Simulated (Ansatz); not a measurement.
Computed with Ansatz.

C₃H₇AlSn, SMILES `[SnH3]/[CH]=[C]1\[CH2][AlH]1` at its PBE0-D4/def2-TZVP geometry, where that method's forces vanish. The species carries charge 0 and has multiplicity 1. Sn takes the def2 core potential.

```json
{"atom": "Sn1", "x (Å)": "0.6641", "y (Å)": "-1.0762", "z (Å)": "1.7369"}
{"atom": "C2", "x (Å)": "1.1685", "y (Å)": "-0.1525", "z (Å)": "-0.1214"}
{"atom": "C3", "x (Å)": "0.2832", "y (Å)": "0.5508", "z (Å)": "-0.8159"}
{"atom": "C4", "x (Å)": "-1.2302", "y (Å)": "0.7230", "z (Å)": "-0.5981"}
{"atom": "Al5", "x (Å)": "-0.6074", "y (Å)": "1.1373", "z (Å)": "-2.3726"}
{"atom": "H6", "x (Å)": "2.0542", "y (Å)": "-1.8217", "z (Å)": "2.3992"}
{"atom": "H7", "x (Å)": "0.0709", "y (Å)": "0.0805", "z (Å)": "2.8465"}
{"atom": "H8", "x (Å)": "-0.5424", "y (Å)": "-2.2711", "z (Å)": "1.5244"}
{"atom": "H9", "x (Å)": "2.1866", "y (Å)": "-0.2590", "z (Å)": "-0.4899"}
{"atom": "H10", "x (Å)": "-1.4707", "y (Å)": "1.6356", "z (Å)": "-0.0393"}
{"atom": "H11", "x (Å)": "-1.7867", "y (Å)": "-0.1262", "z (Å)": "-0.1959"}
{"atom": "H12", "x (Å)": "-0.7902", "y (Å)": "1.5797", "z (Å)": "-3.8738"}
```

(1) For each bond, give half the difference of the two atoms' forces along it (eV/Å; positive pushes the atoms apart) under PBE-D4, r2SCAN-D4, B3LYP-D4, ωB97M-V in def2-TZVPP. (Best estimate.)

## Answers

(1) The calculation gave: 
```json
{"bond": "Sn1–C2", "length (Å)": "2.136", "PBE-D4": "0.00", "r2SCAN-D4": "0.03", "B3LYP-D4": "0.19", "ωB97M-V": "0.00"}
{"bond": "Sn1–H6", "length (Å)": "1.711", "PBE-D4": "0.06", "r2SCAN-D4": "-0.03", "B3LYP-D4": "-0.01", "ωB97M-V": "-0.06"}
{"bond": "Sn1–H7", "length (Å)": "1.709", "PBE-D4": "0.08", "r2SCAN-D4": "-0.01", "B3LYP-D4": "0.01", "ωB97M-V": "-0.07"}
{"bond": "Sn1–H8", "length (Å)": "1.711", "PBE-D4": "0.07", "r2SCAN-D4": "-0.02", "B3LYP-D4": "0.00", "ωB97M-V": "-0.07"}
{"bond": "C2–C3", "length (Å)": "1.327", "PBE-D4": "0.28", "r2SCAN-D4": "0.15", "B3LYP-D4": "-0.06", "ωB97M-V": "-0.05"}
{"bond": "C2–H9", "length (Å)": "1.088", "PBE-D4": "0.01", "r2SCAN-D4": "-0.06", "B3LYP-D4": "-0.12", "ωB97M-V": "-0.04"}
{"bond": "C3–C4", "length (Å)": "1.539", "PBE-D4": "-0.06", "r2SCAN-D4": "0.05", "B3LYP-D4": "0.21", "ωB97M-V": "0.29"}
{"bond": "C3–Al5", "length (Å)": "1.887", "PBE-D4": "-0.02", "r2SCAN-D4": "-0.05", "B3LYP-D4": "0.08", "ωB97M-V": "0.10"}
{"bond": "C4–Al5", "length (Å)": "1.926", "PBE-D4": "0.13", "r2SCAN-D4": "0.05", "B3LYP-D4": "0.16", "ωB97M-V": "0.12"}
{"bond": "C4–H10", "length (Å)": "1.097", "PBE-D4": "0.10", "r2SCAN-D4": "-0.01", "B3LYP-D4": "-0.11", "ωB97M-V": "-0.11"}
{"bond": "C4–H11", "length (Å)": "1.092", "PBE-D4": "0.09", "r2SCAN-D4": "-0.03", "B3LYP-D4": "-0.10", "ωB97M-V": "-0.11"}
{"bond": "Al5–H12", "length (Å)": "1.576", "PBE-D4": "-0.04", "r2SCAN-D4": "-0.03", "B3LYP-D4": "-0.13", "ωB97M-V": "-0.17"}
```

B3LYP here is the variant with VWN-RPA as its local correlation; programs differ in this.
